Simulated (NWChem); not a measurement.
All runs are NWChem calculations. System: H6Al2, charge 0, spin multiplicity 1, at a geometry optimised with PBE0/def2-SVP. The structure started from a generated list of species. Level: EOM-CCSD/aug-cc-pVDZ, 10 core orbitals frozen.

Job file:

```
start mol
memory heap 100 mb stack 700 mb global 1900 mb
geometry units angstroms nocenter noautoz
  Al     0.000000     0.000000    -1.303875
  Al     0.000000     0.000000     1.303875
  H      0.000000    -1.158723     0.000000
  H     -1.423606     0.000000    -1.993099
  H      1.423606     0.000000    -1.993099
  H      0.000000     1.158723     0.000000
  H     -1.423606     0.000000     1.993099
  H      1.423606     0.000000     1.993099
  symmetry group D2h
end
basis spherical
  * library aug-cc-pvdz
end
scf
  rhf
  nopen 0
  maxiter 100
  thresh 1e-7
  semidirect memsize 60000000 filesize 0
end
tce
  freeze core 10
  ccsd
  nroots 1
  2eorb
  2emet 13
  thresh 1e-5
  maxiter 200
  tilesize 24
end
task tce energy
```

NWChem printed:

```
             Northwest Computational Chemistry Package (NWChem) 7.3.0
             --------------------------------------------------------

                                NWChem Input Module
                                -------------------

 Scaling coordinates for geometry "geometry" by  1.889725989
 (inverse scale =  0.529177249)

 Turning off AUTOSYM since
 SYMMETRY directive was detected!

                             Geometry "geometry" -> ""
                             -------------------------

 Output coordinates in angstroms (scale by  1.889725989 to convert to a.u.)

  No.       Tag          Charge          X              Y              Z
 ---- ---------------- ---------- -------------- -------------- --------------
    1 Al                  13.0000     0.00000000     0.00000000    -1.30387500
    2 Al                  13.0000     0.00000000     0.00000000     1.30387500
    3 H                    1.0000     0.00000000    -1.15872300     0.00000000
    4 H                    1.0000    -1.42360600     0.00000000    -1.99309900
    5 H                    1.0000     1.42360600     0.00000000    -1.99309900
    6 H                    1.0000     0.00000000     1.15872300     0.00000000
    7 H                    1.0000    -1.42360600     0.00000000     1.99309900
    8 H                    1.0000     1.42360600     0.00000000     1.99309900

 Effective nuclear repulsion energy (a.u.)      77.7734088576

            Nuclear Dipole moment (a.u.)
            ----------------------------
        X                 Y               Z
 ---------------- ---------------- ----------------
     0.0000000000     0.0000000000     0.0000000000

      Symmetry information
      --------------------

 Group name             D2h
 Group number             26
 Group order               8
 No. of unique centers     3

      Symmetry unique atoms

     1    3    4


 Summary of "ao basis" -> "" (spherical)
 ------------------------------------------------------------------------------
       Tag                 Description            Shells   Functions and Types
 ---------------- ------------------------------  ------  ---------------------
 *                        aug-cc-pvdz                 on all atoms

 Summary of "ao basis" -> "ao basis" (spherical)
 ------------------------------------------------------------------------------
       Tag                 Description            Shells   Functions and Types
 ---------------- ------------------------------  ------  ---------------------
 Al                       aug-cc-pvdz               11       27   5s4p2d
 H                        aug-cc-pvdz                5        9   3s2p

                                 NWChem SCF Module
                                 -----------------

  ao basis        = "ao basis"
  functions       =   108
  atoms           =     8
  closed shells   =    16
  open shells     =     0
  charge          =   0.00
  wavefunction    = RHF
  use symmetry    = T
  symmetry adapt  = T

 Summary of "ao basis" -> "ao basis" (spherical)
 ------------------------------------------------------------------------------
       Tag                 Description            Shells   Functions and Types
 ---------------- ------------------------------  ------  ---------------------
 Al                       aug-cc-pvdz               11       27   5s4p2d
 H                        aug-cc-pvdz                5        9   3s2p

      Symmetry analysis of basis
      --------------------------

        ag         25
        au          4
        b1g         6
        b1u        22
        b2g        13
        b2u        13
        b3g        10
        b3u        15

 Forming initial guess at       0.0s

      Superposition of Atomic Density Guess
      -------------------------------------

 Sum of atomic energies:        -486.74567194

      Non-variational initial energy
      ------------------------------

 Total energy =    -487.199022
 1-e energy   =    -830.725796
 2-e energy   =     265.753364
 HOMO         =      -0.359900
 LUMO         =       0.002912

      Symmetry analysis of molecular orbitals - initial
      -------------------------------------------------

  Numbering of irreducible representations:

     1 ag          2 au          3 b1g         4 b1u         5 b2g
     6 b2u         7 b3g         8 b3u

  Orbital symmetries:

     1 ag          2 b1u         3 ag          4 b1u         5 ag
     6 b3u         7 b2g         8 b1u         9 b2u        10 b3g
    11 ag         12 b1u        13 b2u        14 b3u        15 ag
    16 b2g        17 b3g        18 b1u        19 b2u        20 ag
    21 b3u        22 ag         23 b2g        24 b1u        25 b3g
    26 ag

 Starting SCF solution at       0.9s

 ----------------------------------------------
         Quadratically convergent ROHF

 Convergence threshold     :          1.000E-07
 Maximum no. of iterations :          100
 Final Fock-matrix accuracy:          1.000E-09
 ----------------------------------------------

              iter       energy          gnorm     gmax       time
             ----- ------------------- --------- --------- --------
                 1     -487.2749472178  4.35D-01  1.76D-01      0.9
                 2     -487.3060323667  6.80D-02  1.54D-02      1.0
                 3     -487.3066262950  1.51D-03  3.84D-04      1.1
                 4     -487.3066266053  4.11D-07  1.52D-07      1.2
                 5     -487.3066266054  1.54D-09  4.41D-10      1.3

       Final RHF  results
       ------------------

         Total SCF energy =   -487.306626605356
[...]
 Iteration  12 using   12 trial vectors
   0.0044554494560   0.3237843510329    8.81062     0.6     0.6

 Iteration  13 using   13 trial vectors
   0.0027296388417   0.3237386475627    8.80938     0.6     0.6

 Iteration  14 using   14 trial vectors
   0.0022144449635   0.3237345050285    8.80927     0.6     0.6

 Iteration  15 using   15 trial vectors
   0.0015909006097   0.3237426825068    8.80949     0.6     0.6

 Iteration  16 using   16 trial vectors
   0.0010502812473   0.3237317895892    8.80919     0.6     0.6

 Iteration  17 using   17 trial vectors
   0.0006914052691   0.3237252656022    8.80902     0.6     0.6

 Iteration  18 using   18 trial vectors
   0.0003741691679   0.3237284742296    8.80910     0.6     0.6

 Iteration  19 using   19 trial vectors
   0.0001811198711   0.3237288995529    8.80912     0.6     0.6

 Iteration  20 using   20 trial vectors
   0.0000968299988   0.3237270006085    8.80906     0.6     0.6

 Iteration  21 using   21 trial vectors
   0.0000641880242   0.3237267572767    8.80906     0.6     0.6

 Iteration  22 using   22 trial vectors
   0.0000474909771   0.3237272298695    8.80907     0.6     0.6

 Iteration  23 using   23 trial vectors
   0.0000330124010   0.3237270932851    8.80907     0.6     0.6

 Iteration  24 using   24 trial vectors
   0.0000222270524   0.3237270699332    8.80907     0.6     0.6

 Iteration  25 using   25 trial vectors
   0.0000153377092   0.3237270819534    8.80907     0.6     0.6

 Iteration  26 using   26 trial vectors
   0.0000121934876   0.3237270502582    8.80906     0.6     0.6

 Iteration  27 using   27 trial vectors
   0.0000081711541   0.3237270087552    8.80906     0.6     0.6
 --------------------------------------------------------------
 Iterations converged
 ------------------

 Excited state root  1
 Excitation energy / hartree =        0.323727008755221
                   / eV      =        8.809063863506495
 largest EOMCCSD amplitudes: R1 and R2

 Singles contributions
    20ag  (alpha) ---    13b2u (alpha)        0.3940250132
    23ag  (alpha) ---    13b2u (alpha)        0.1798164416
    24ag  (alpha) ---    13b2u (alpha)        0.2886385375
    30ag  (alpha) ---    13b2u (alpha)       -0.3391344118
    33ag  (alpha) ---    13b2u (alpha)       -0.1819593192
    39ag  (alpha) ---    13b2u (alpha)        0.1320567064
    46ag  (alpha) ---    13b2u (alpha)        0.1064361335
    32b1g (alpha) ---    15b3u (alpha)        0.1118888500
    17b2u (alpha) ---    14ag  (alpha)       -0.3939859190
    27b2u (alpha) ---    14ag  (alpha)        0.3297153451
    36b2u (alpha) ---    14ag  (alpha)       -0.1735833798
    21b3g (alpha) ---    12b1u (alpha)        0.2223320284
    25b3g (alpha) ---    12b1u (alpha)       -0.2010080101

 Doubles contributions

 =========================================
 Excited-state calculation ( b3g symmetry)
 =========================================
 Dim. of EOMCC iter. space      500

 EOMCCSD SOLVER TYPE  1
  maxdiff =   0.49559071844491953

 No. of initial right vectors    1

 EOM-CCSD right-hand side iterations
 --------------------------------------------------------------
      Residuum       Omega / hartree  Omega / eV    Cpu    Wall
 --------------------------------------------------------------

 Iteration   1 using    1 trial vectors
   0.3118760394846   0.4111726783084   11.18858     0.9     0.9

 Iteration   2 using    2 trial vectors
   0.1045068022274   0.3295648940603    8.96792     0.6     0.6

 Iteration   3 using    3 trial vectors
   0.1291805470934   0.3003880915346    8.17398     0.6     0.6

 Iteration   4 using    4 trial vectors
   0.0613119779264   0.2795843420518    7.60788     0.6     0.6

 Iteration   5 using    5 trial vectors
   0.0246770725371   0.2757922209765    7.50469     0.6     0.6

 Iteration   6 using    6 trial vectors
   0.0112974751106   0.2750237300628    7.48378     0.6     0.6

 Iteration   7 using    7 trial vectors
   0.0076641499906   0.2749370472814    7.48142     0.6     0.6

 Iteration   8 using    8 trial vectors
   0.0047065850771   0.2749027296717    7.48049     0.6     0.6

 Iteration   9 using    9 trial vectors
   0.0030215529395   0.2748391953868    7.47876     0.6     0.6

 Iteration  10 using   10 trial vectors
   0.0016090214237   0.2748254889545    7.47839     0.6     0.6

 Iteration  11 using   11 trial vectors
   0.0008243788532   0.2748293156518    7.47849     0.6     0.6

 Iteration  12 using   12 trial vectors
   0.0003801088807   0.2748235995873    7.47833     0.6     0.6

 Iteration  13 using   13 trial vectors
   0.0002069721010   0.2748204618767    7.47825     0.6     0.6

 Iteration  14 using   14 trial vectors
   0.0000958585349   0.2748207589003    7.47826     0.6     0.6

 Iteration  15 using   15 trial vectors
   0.0000387899423   0.2748210518882    7.47826     0.6     0.6

 Iteration  16 using   16 trial vectors
   0.0000180873221   0.2748211454762    7.47827     0.6     0.6

 Iteration  17 using   17 trial vectors
   0.0000112079113   0.2748211527931    7.47827     0.6     0.6

 Iteration  18 using   18 trial vectors
   0.0000074532438   0.2748211340138    7.47827     0.6     0.6
 --------------------------------------------------------------
 Iterations converged
 ------------------

 Excited state root  1
 Excitation energy / hartree =        0.274821134013797
                   / eV      =        7.478266734300610
 largest EOMCCSD amplitudes: R1 and R2

 Singles contributions
    35b1u (alpha) ---    13b2u (alpha)        0.1044538874
    21b3g (alpha) ---    14ag  (alpha)        0.6067669909
    25b3g (alpha) ---    14ag  (alpha)       -0.6307883725
    40b3g (alpha) ---    14ag  (alpha)        0.1171777531

 Doubles contributions

 =========================================
 Excited-state calculation ( b3u symmetry)
 =========================================
 Dim. of EOMCC iter. space      500

 EOMCCSD SOLVER TYPE  1
  maxdiff =   0.46045821391258623

 No. of initial right vectors    1

 EOM-CCSD right-hand side iterations
 --------------------------------------------------------------
      Residuum       Omega / hartree  Omega / eV    Cpu    Wall
 --------------------------------------------------------------

 Iteration   1 using    1 trial vectors
   0.2812811771046   0.4101117816875   11.15971     0.9     0.9

 Iteration   2 using    2 trial vectors
   0.0700856723390   0.3468689739051    9.43879     0.6     0.6

 Iteration   3 using    3 trial vectors
   0.0674587514457   0.3378987150955    9.19470     0.6     0.6

 Iteration   4 using    4 trial vectors
   0.0762776466106   0.3214778851695    8.74786     0.6     0.6

 Iteration   5 using    5 trial vectors
   0.0446455114942   0.3117413787476    8.48292     0.6     0.6

 Iteration   6 using    6 trial vectors
   0.0354015166105   0.3093428581850    8.41765     0.6     0.6

 Iteration   7 using    7 trial vectors
   0.0366008787360   0.3074068332667    8.36497     0.6     0.6

 Iteration   8 using    8 trial vectors
   0.0196037065892   0.3055814491927    8.31530     0.6     0.6

 Iteration   9 using    9 trial vectors
   0.0170060647945   0.3047546736531    8.29280     0.6     0.6

 Iteration  10 using   10 trial vectors
   0.0172963148561   0.3043881802607    8.28283     0.6     0.6

 Iteration  11 using   11 trial vectors
   0.0175767709241   0.3040000399808    8.27227     0.6     0.6

 Iteration  12 using   12 trial vectors
   0.0157553698745   0.3033418583242    8.25436     0.6     0.6

 Iteration  13 using   13 trial vectors
   0.0128959096467   0.3027720079810    8.23885     0.6     0.6

 Iteration  14 using   14 trial vectors
   0.0082018495963   0.3026628118219    8.23588     0.6     0.6

 Iteration  15 using   15 trial vectors
   0.0046985883642   0.3026036749519    8.23427     0.6     0.6

 Iteration  16 using   16 trial vectors
   0.0029952733977   0.3025624294350    8.23315     0.6     0.6

 Iteration  17 using   17 trial vectors
   0.0017203163579   0.3025287601750    8.23223     0.6     0.6

 Iteration  18 using   18 trial vectors
   0.0009093850890   0.3025303755803    8.23227     0.6     0.6

 Iteration  19 using   19 trial vectors
   0.0007350347557   0.3025397240140    8.23253     0.6     0.6

 Iteration  20 using   20 trial vectors
   0.0005697026133   0.3025350508916    8.23240     0.6     0.6

 Iteration  21 using   21 trial vectors
   0.0004484306577   0.3025304001016    8.23227     0.6     0.6

 Iteration  22 using   22 trial vectors
   0.0003243871140   0.3025342999054    8.23238     0.6     0.6

 Iteration  23 using   23 trial vectors
   0.0002059557516   0.3025363249383    8.23244     0.6     0.6

 Iteration  24 using   24 trial vectors
   0.0001373659028   0.3025345414517    8.23239     0.6     0.6

 Iteration  25 using   25 trial vectors
   0.0001115557723   0.3025348178209    8.23239     0.6     0.6

 Iteration  26 using   26 trial vectors
   0.0000967835351   0.3025358104957    8.23242     0.6     0.6

 Iteration  27 using   27 trial vectors
   0.0000614535883   0.3025354006576    8.23241     0.6     0.6

 Iteration  28 using   28 trial vectors
   0.0000319032640   0.3025350896359    8.23240     0.6     0.6

 Iteration  29 using   29 trial vectors
   0.0000165303271   0.3025351743534    8.23240     0.6     0.6

 Iteration  30 using   30 trial vectors
   0.0000111578158   0.3025352348629    8.23241     0.6     0.6

 Iteration  31 using   31 trial vectors
   0.0000067235400   0.3025352234312    8.23241     0.6     0.6
 --------------------------------------------------------------
 Iterations converged
 ------------------

 Excited state root  1
 Excitation energy / hartree =        0.302535223431160
                   / eV      =        8.232405798987299
 largest EOMCCSD amplitudes: R1 and R2

 Singles contributions
    20ag  (alpha) ---    15b3u (alpha)        0.3636222977
    24ag  (alpha) ---    15b3u (alpha)        0.1477307962
    30ag  (alpha) ---    15b3u (alpha)       -0.3454009892
    18b1u (alpha) ---    16b2g (alpha)       -0.3923672430
    26b1u (alpha) ---    16b2g (alpha)        0.1114310458
    28b1u (alpha) ---    16b2g (alpha)        0.3649129333
    35b1u (alpha) ---    16b2g (alpha)        0.2547818287
    41b1u (alpha) ---    16b2g (alpha)       -0.1752130570
    31b3u (alpha) ---    14ag  (alpha)       -0.3813479323

 Doubles contributions

 Task  times  cpu:      170.7s     wall:      170.7s

 Total times  cpu:      170.7s     wall:      170.7s
```
